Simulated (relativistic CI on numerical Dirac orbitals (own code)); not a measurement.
## Hyperfine structure of Sm²¹⁺, mass number 147

Calculated at this level of theory: Dirac-Coulomb-Breit CI, KLI orbitals optimised for each configuration, model QED, unscaled Slater integrals (own radial code, finite nucleus).

CI space (outside the closed core [Ar] 3d10): 4s²4p⁶4d⁵, 4s²4p⁵4d⁶, 4s²4p⁶4d⁴4f, 4s4p⁶4d⁵4f, 4p⁶4d⁷, 4p⁵4d⁸, 4s²4p⁶4d³5s², 4s²4p⁶4d²4f5s², 4s4p⁶4d³4f5s². Double excitations out of closed p, d and f shells are left out; levels of such configurations are missing from the list, as are those of other unlisted configurations, and high levels can miss mixing partners.

Nuclear spin I = 7/2, μ = -0.809 μN, Q = -0.26 b (tables of Stone and Pyykkö). The electronic factors are computed for point nuclear moments, without core polarisation or the Bohr-Weisskopf and QED corrections.

| Level | E (eV) | A (MHz) | B (MHz) |
| --- | --- | --- | --- |
| 4s²4p⁶4d⁵ ⁴G7/2 | 8.3710 | -1150 | -1830 |
| 4s²4p⁶4d⁵ ⁴G11/2 | 8.8848 | -1342 | 45 |
| 4s²4p⁶4d⁵ ⁴G9/2 | 9.6437 | -1222 | -1580 |
| 4s²4p⁶4d⁵ ⁴P1/2 | 10.4393 | 367.1 |  |
| 4s²4p⁶4d⁵ ²I11/2 | 13.9317 | -1414 | -124 |
| 4s²4p⁶4d⁵ ⁴D1/2 | 14.6698 | -2772 |  |

Levels with J = 0, under 50 % of one LS term, or S terms without an open s electron are left out. Small factors come from cancelling terms and can be off by tens of per cent or more.

At this charge energies of transitions that change n are usually good to better than 1 %, and those within a shell (Δn = 0) to a few per cent. Terms inside the open d or f shell come out 10 to 20 % too wide with unscaled integrals.

Q: Give the hyperfine levels of 4s²4p⁶4d⁵ ⁴G7/2 relative to its centre of gravity.

A: With K = F(F + 1) − I(I + 1) − J(J + 1), E = AK/2 + B[¾K(K + 1) − I(I + 1)J(J + 1)]/[2I(2I − 1)J(2J − 1)]: F = 0: 17130, F = 1: 16160, F = 2: 14200, F = 3: 11160, F = 4: 6939, F = 5: 1377, F = 6: -5709, F = 7: -14540 MHz.

LS names give the leading component of a level, which can be under half, so a name can repeat, a term be missing and a line seem to break the LS rules.
